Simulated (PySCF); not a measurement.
The numbers are results of PySCF with PBE-D3(BJ)/def2-TZVP // PBE0-D3(BJ)/def2-TZVP, not measurements. Isolated molecules, 0 K electronic values unless said otherwise. One relaxed conformer stands for a flexible species; it need not be the lowest. Excitations are Tamm–Dancoff values on a coarser integration grid. The basis has no diffuse functions, so Rydberg states are missing or too high.

Reference species (SMILES): `C=[SiH][AlH2]` (neutral, multiplicity 1).

```yaml
LUMO: -3.29 eV
HOMO–LUMO gap: 2.52 eV
HOMO: -5.82 eV
brightest of the four lowest singlets (TDA): 3.65 eV
```

Changed species: `B[SiH]=C` (X = boryl; the reference has X = AlH2).

### Question
Give the shifts of the LUMO, HOMO–LUMO gap, HOMO and brightest of the four lowest singlets (TDA).

### Answer
the LUMO falls by 0.53 eV, to -3.82 eV; the HOMO–LUMO gap drops by 0.29 eV, to 2.23 eV; the HOMO decreases by 0.24 eV, to -6.06 eV; the brightest of the four lowest singlets (TDA) rises by 0.36 eV, to 4.01 eV.
